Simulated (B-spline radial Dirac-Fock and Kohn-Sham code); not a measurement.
These are calculated numbers from an atomic code on a B-spline grid; the model is the Dirac equation of a negative muon with reduced mass in the field of a spherical finite nucleus, with the Uehling potential to all orders; nuclear polarisation, deformation, hyperfine structure, self-energy, higher-order vacuum polarisation, relativistic recoil and electron screening are left out. The nuclear charge is a Fermi distribution (skin thickness 2.3 fm).

Question: A muonic atom of atomic mass 117.93 u emits these computed lines: 2p3/2 → 1s1/2 3913 keV, 3d5/2 → 2p3/2 1184 keV, 4f7/2 → 3d5/2 418.4 keV, 5g9/2 → 4f7/2 192.8 keV. Which element is it, and what rms charge radius was used?

Answer: Cesium (Z = 55, nuclide ¹¹⁸Cs); the high transitions hardly feel the nucleus and fix Z. The 2p → 1s line lies 2815 keV below the value for a point nucleus without QED, which for this nuclear model gives a radius near 4.78 fm (4.7832 fm was used).
